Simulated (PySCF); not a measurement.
C₃H₉NSi₂, SMILES C#C[Si@@H](C)N[SiH3]. Geometry: PBE-D3(BJ)/def2-SVP. The structure was generated by enumeration; whether it is a known compound was not checked. Other conformers were not sampled.

Q: Give the equilibrium geometry at PBE-D3(BJ)/def2-SVP (PySCF confirms it by a frequency run) as Cartesian coordinates in Å. (The exact figures need the calculation; the answer reports its results.)

A: This is not unique; one that fits is 
```xyz
15

C     -0.5649    -0.1582     2.9607
C     -0.6915    -0.3590     1.7540
Si    -0.8440    -0.6244    -0.0720
C     -1.9389     0.7317    -0.7727
N      0.7286    -0.6448    -0.8539
Si     1.8926     0.6628    -0.9709
H     -0.4526     0.0152     4.0232
H     -1.4397    -1.9874    -0.2894
H     -1.4853     1.7294    -0.6078
H     -2.0845     0.5876    -1.8621
H     -2.9295     0.7212    -0.2750
H      1.1043    -1.5853    -1.0135
H      2.9819     0.6077     0.0718
H      1.1331     1.9480    -0.7995
H      2.5629     0.6520    -2.3203
```
